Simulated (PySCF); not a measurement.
**Radial density of Cl⁺ (chlorine, charge +1)**

UHF, [Ne] 3s2 3p4, high-spin 3P determinant. Computed with PySCF 2.14 in cc-pV(D+d)Z, with no relativity, point nucleus.

| r (bohr) | 4πr²ρ (e/bohr) | 4πr²(ρα − ρβ) |
| --- | --- | --- |
| 0.00127 | 0.06209 | 0.0000 |
| 0.00213 | 0.1711 | 0.0000 |
| 0.00358 | 0.4597 | 0.0001 |
| 0.00603 | 1.198 | 0.0001 |
| 0.0101 | 2.947 | 0.0004 |
| 0.0171 | 6.602 | 0.0010 |
| 0.0287 | 12.61 | 0.0030 |
| 0.0482 | 18.60 | 0.0118 |
| 0.0811 | 18.47 | 0.0486 |
| 0.136 | 13.48 | 0.1610 |
| 0.230 | 16.73 | 0.2947 |
| 0.386 | 17.89 | 0.1353 |
| 0.650 | 6.178 | 0.1057 |
| 1.09 | 3.997 | 1.1589 |
| 1.84 | 3.051 | 1.0454 |
| 3.09 | 0.4090 | 0.1440 |
| 5.20 | 0.006413 | 0.0026 |
